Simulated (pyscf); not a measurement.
PySCF, gas phase, ωB97X-D3(BJ)/def2-SVP geometries. Correlated levels are frozen-core, on RHF or UHF. ΔMP2 is the change of the MP2 total energy from the triple- to the quadruple-zeta basis. Singlets are restricted, triplets unrestricted.

Singlet (Å):
```xyz
3

F      0.7715    -0.0605    -1.3806
Sn     1.5778     0.6361     0.2493
F      0.5750    -0.5127     1.4606
```

Triplet (Å):
```xyz
3

F      1.2297    -1.2058    -0.2117
Sn     0.0535     0.0106    -1.1844
F     -0.3253     1.7190    -0.3211
```

Problem. For these two minima of F–Sn:–F (SMILES [F][Sn][F]), which spin state lies lower at CCSD(T)/def2-TZVPP + ΔMP2(QZVPP), and by how much (electronic energies)?

Solution. The singlet, by 3.67 eV. Zero-point energy shifts E(triplet) − E(singlet) by -0.01 eV. 

E(triplet) − E(singlet) by level (eV):

| level | gap |
|---|---|
| ωB97X-D3(BJ)/def2-TZVP | +3.62 |
| PBE/def2-TZVP | +3.48 |
| r²SCAN/def2-TZVP | +3.35 |
| B3LYP-D3(BJ)/def2-TZVP | +3.61 |
| PBE0-D3(BJ)/def2-TZVP | +3.43 |
| M06-2X/def2-TZVP | +3.26 |
| ωB97M-D3(BJ)/def2-TZVP | +3.58 |
| HF/def2-TZVP | +2.74 |
| MP2/def2-QZVPP | +3.79 |
| CCSD/def2-TZVPP | +3.52 |
| CCSD(T)/def2-TZVPP | +3.54 |
| CCSD(T)/def2-TZVPP + ΔMP2(QZVPP) | +3.67 |

The triplet is the lowest one reached from the SCF start used. The CCSD(T) − MP2 part came from Ansatz, without density fitting, on the same reference. The frozen core leaves the outer d or s,p core shells of the metals and heavy elements correlated in the MP2 and CC values, and def2-TZVPP describes them poorly, which can shift differences by a few kcal/mol. Elements past Kr carry the def2 core potentials, without spin-orbit coupling.
